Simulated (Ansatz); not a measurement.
Consider the atomization: `C[SiH](I)CF` → 2 C• + F• + 6 H• + I• + Si•.

Calculated with Ansatz (gas phase, PBE0-D4/def2-TZVP geometries, no zero-point term in ΔE). CBS: MP2 limit from def2 TZ/QZ plus the TZ coupled-cluster correction, frozen cores. This one scheme is used for every species, atoms too. DFT in def2-TZVPP. Open shells (•) are unrestricted, without spin–orbit coupling. Spin–orbit coupling would lower the free atoms: a little for C, F, Si; strongly for I. Elements past krypton have def2 core potentials. For I outer-core shells are correlated without core-valence functions, so the limit isn't a true one: a few kJ/mol of doubt a bond, and 10 to 20 or more in all where bonds break to atoms. One conformer a species, not always the lowest.

`C[SiH](I)CF`:

Cartesian coordinates in Å:
```
C -0.618 -1.319 0.663
Si -0.481 0.470 0.186
I -0.051 1.862 2.157
C 0.990 0.772 -0.965
F 0.844 -0.018 -2.104
H -1.483 -1.486 1.308
H 0.277 -1.650 1.191
H -0.734 -1.925 -0.240
H -1.727 0.970 -0.444
H 1.051 1.819 -1.274
H 1.933 0.505 -0.478
```

| level | ΔE (kcal/mol) | difference from CCSD(T)/CBS |
| --- | --- | --- |
| r2SCAN-D4 | 924.4 | -0.1 |
| ωB97X-V | 924.6 | 0.1 |
| B2PLYP | 909.7 | -14.8 |
| HF/def2-TZVPP | 685.2 | -239.3 |
| SCS-MP2/def2-TZVPP | 907.2 | -17.3 |
| CCSD/def2-TZVPP | 886.5 | -38.0 |
| CCSD(T)/def2-TZVPP | 899.1 | -25.4 |
| HF/def2-QZVPP | 686.3 | -238.2 |
| MP2/CBS(def2) | 938.4 | 13.9 |
| CCSD/CBS(def2) | 911.8 | -12.7 |
| CCSD(T)/CBS | 924.5 | 0 |

Largest T1 diagnostic among the species: 0.012.

From PBE to PBE0 (25 % exact exchange), in def2-TZVPP and without D4, ΔE moves by −11.5 kcal/mol: exact exchange takes away binding that semilocal exchange gives to molecules. The D4 term adds +10.0 kcal/mol with B3LYP and +5.3 kcal/mol with PBE0; it sums over pairs of atoms, weighted by their polarisabilities, and B3LYP, whose exchange is more repulsive, gets the larger term.

B3LYP here is the variant with VWN-RPA as its local correlation; programs differ in this.

For atomizations the MP2-based limit and the directly extrapolated one differ by several kJ/mol either way, and by 10 to 25 for some Ge, Se and Sn compounds, so smaller differences from it don't rank the levels.
